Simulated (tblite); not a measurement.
Input of a run (GFN2-xTB geometry optimisation, gas phase (tblite 0.8.0)), started from a force field or distance geometry:
```
{"job": {"kind": "relax", "xc": "GFN2-xTB", "basis": "xTB"}, "charge": 0, "multiplicity": 1}
C      3.536200    -0.589300    -0.078600
Si     1.798500    -0.446000    -0.736900
C      0.699700     0.514300     0.452700
C     -0.811000     0.577600     0.059200
Si    -1.794700     1.872800     1.033200
C     -1.469900    -0.802300     0.241300
C     -2.396000    -1.262100    -0.852800
O     -1.252500    -1.493400     1.242400
H      3.553100    -1.115800     0.882700
H      3.967600     0.400900     0.078600
H      4.165500    -1.138400    -0.775100
H      1.217800    -1.798200    -0.958600
H      1.795900     0.251600    -2.025900
H      1.102900     1.535100     0.489800
H      0.808900     0.103100     1.456600
H     -0.893700     0.842000    -0.980900
H     -1.250500     3.223400     0.709200
H     -1.702700     1.654700     2.490900
H     -3.214500     1.835400     0.599100
H     -1.845900    -1.324500    -1.787700
H     -2.787600    -2.251600    -0.599400
H     -3.237300    -0.569900    -0.940400
```

Output (eV, eV/Å):
```
step      E/eV     max force
  0    -689.72904    2.027
  1    -689.80092    2.213
  2    -689.83833    0.301
  3    -689.84614    0.238
  4    -689.86035    0.233
  5    -689.86671    0.212
  6    -689.87300    0.132
  7    -689.87625    0.144
  8    -689.87983    0.158
  9    -689.88290    0.120
 10    -689.88559    0.115
 11    -689.88764    0.109
 12    -689.88920    0.090
 13    -689.89031    0.077
 14    -689.89119    0.060
 15    -689.89201    0.073
 16    -689.89283    0.078
 17    -689.89352    0.053
 18    -689.89401    0.055
 19    -689.89440    0.053
 20    -689.89478    0.050
 21    -689.89516    0.047
 22    -689.89551    0.048
 23    -689.89586    0.048
 24    -689.89624    0.048
 25    -689.89663    0.052
 26    -689.89695    0.055
 27    -689.89716    0.047
 28    -689.89732    0.036
 29    -689.89751    0.032
 30    -689.89773    0.047
 31    -689.89802    0.065
 32    -689.89840    0.074
 33    -689.89887    0.067
 34    -689.89938    0.051
 35    -689.89990    0.051
 36    -689.90043    0.068
 37    -689.90108    0.085
 38    -689.90188    0.082
 39    -689.90267    0.058
 40    -689.90331    0.051
 41    -689.90388    0.062
 42    -689.90449    0.081
 43    -689.90509    0.079
 44    -689.90553    0.053
 45    -689.90580    0.034
 46    -689.90602    0.035
 47    -689.90624    0.043
 48    -689.90645    0.058
 49    -689.90661    0.027
 50    -689.90674    0.023
 51    -689.90680    0.023
 52    -689.90691    0.023
 53    -689.90697    0.016
 54    -689.90703    0.014
 55    -689.90707    0.015
 56    -689.90713    0.019
 57    -689.90718    0.017
 58    -689.90722    0.018
 59    -689.90726    0.017
 60    -689.90730    0.015
 61    -689.90735    0.016
 62    -689.90739    0.017
 63    -689.90744    0.014
 64    -689.90749    0.016
 65    -689.90753    0.015
 66    -689.90757    0.013
 67    -689.90761    0.013
 68    -689.90764    0.015
 69    -689.90768    0.015
 70    -689.90772    0.013
 71    -689.90777    0.015
 72    -689.90781    0.018
 73    -689.90785    0.015
 74    -689.90789    0.016
 75    -689.90793    0.017
 76    -689.90797    0.015
 77    -689.90800    0.012
 78    -689.90803    0.012
 79    -689.90806    0.013
 80    -689.90809    0.012
 81    -689.90812    0.011
 82    -689.90815    0.010
```

**Question.** Summarise the run.

**Answer.** The energy falls by 0.179 eV over 82 L-BFGS steps, the largest force on an atom goes from 2.03 to 0.010 eV/Å, and the atoms move by 0.161 Å rms after alignment. The bond that changes most is C4–C6 (sp3 carbon bound to silicon to ketone carbonyl carbon), which shortens by 0.049 Å. Bonds longer at the end by more than 0.005 Å: 6 of 21; shorter: 12. Among the angles that change most is Si2–C3–H14, from 106.3° to 110.2°. Among the dihedrals that turn most is C4–C6–C7–H22, from -62° to -42°. The energy never rose by more than 1e-5 eV on the way. The first step brought 40 % of the lowering.

**Question.** What are the final bond lengths?

**Answer.** C1–Si2 1.895 Å, Si2–C3 1.905 Å, C3–C4 1.528 Å, C4–Si5 1.922 Å, C4–C6 1.491 Å, C6–C7 1.511 Å, C6=O8 1.210 Å, C1–H9 1.086 Å, C1–H10 1.086 Å, C1–H11 1.085 Å, Si2–H12 1.465 Å, Si2–H13 1.474 Å, C3–H14 1.092 Å, C3–H15 1.090 Å, C4–H16 1.092 Å, Si5–H17 1.464 Å, Si5–H18 1.458 Å, Si5–H19 1.465 Å, C7–H20 1.089 Å, C7–H21 1.087 Å, C7–H22 1.087 Å. Numbering counts from 1 in the input's order; the species is `C[SiH2]C[C@@H](C(C)=O)[SiH3]`.

Hardware: one thread of an Arm Neoverse N1, shared host with 64 logical CPUs at a one-minute load of 61. Cost: 1.3 s wall.

Its GFN2-xTB frequencies are all real (lowest 29 cm⁻¹). One conformer, not necessarily the lowest. 3 starts were optimised and ended at 0.00, 1.00 and 2.97 kcal/mol (GFN2-xTB); the lowest of these is shown.

These are computed values.
